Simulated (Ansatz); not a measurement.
```yaml
atoms:
  - { symbol: C, position_ang: [-0.0396, -0.0304, 0.0020] }
  - { symbol: C, position_ang: [0.0466, 0.0083, 1.4388] }
  - { symbol: C, position_ang: [-0.0190, 1.0647, -0.7502] }
  - { symbol: C, position_ang: [0.0066, -1.1589, 2.1919] }
  - { symbol: H, position_ang: [-0.0392, -0.9905, -0.4983] }
  - { symbol: H, position_ang: [-0.0110, 0.9391, 1.9239] }
  - { symbol: H, position_ang: [-0.0032, 1.0075, -1.8193] }
  - { symbol: H, position_ang: [-0.0093, 2.0498, -0.2848] }
  - { symbol: H, position_ang: [0.0414, -1.0455, 3.2660] }
  - { symbol: H, position_ang: [0.0455, -2.1132, 1.7587] }
```

Basis set: 6-31G* (spherical functions). Left uncorrelated: 4 orbitals. Charge 0, multiplicity 1.

Computed with Ansatz (development build ahead of 0.2.0); each method stands on the lowest determinant of its kind that the runs found. Restricted open shells among the atoms or ions are ROHF, correlated in semicanonical orbitals with singles.

(1) Give the atomization energy at this shape (free ground-state atoms in the same class of orbitals less the molecule, no zero-point energy) of singlet C₄H₆ by RHF-MP2, RHF.

Results:

(1)

```csv
method,atomization energy
RHF-MP2,40.70 eV
RHF,33.00 eV
```

Caution: the shape is not the minimum.
